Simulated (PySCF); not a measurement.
Be(Br)(OMe) (CH₃BeBrO), SMILES C[O][Be][Br].

Geometry optimised at ωB97X-D3(BJ)/def2-SVP. Other conformers were not sampled.

Calculation: M06-2X/def2-TZVPD run with PySCF.

Symmetry labels are those of the subgroup Cs that the program uses (full group C3v).

Question: List the valence orbital energies around the gap with their symmetry. (An estimate is asked for; the answer gives what the named calculation found.)

Answer: 
```json
[
 {"orbital": "HOMO−7", "symmetry": "A'", "energy (eV)": "-15.59"},
 {"orbital": "HOMO−6", "symmetry": "A'", "energy (eV)": "-14.50"},
 {"orbital": "HOMO−5", "symmetry": "A\"", "energy (eV)": "-14.50"},
 {"orbital": "HOMO−4", "symmetry": "A'", "energy (eV)": "-11.52"},
 {"orbital": "HOMO−3", "symmetry": "A'", "energy (eV)": "-10.44"},
 {"orbital": "HOMO−2", "symmetry": "A\"", "energy (eV)": "-10.44"},
 {"orbital": "HOMO−1", "symmetry": "A'", "energy (eV)": "-9.62"},
 {"orbital": "HOMO", "symmetry": "A\"", "energy (eV)": "-9.62"},
 {"orbital": "LUMO", "symmetry": "A'", "energy (eV)": "-0.22"},
 {"orbital": "LUMO+1", "symmetry": "A'", "energy (eV)": "0.48"},
 {"orbital": "LUMO+2", "symmetry": "A'", "energy (eV)": "0.50"},
 {"orbital": "LUMO+3", "symmetry": "A\"", "energy (eV)": "0.50"}
]
```
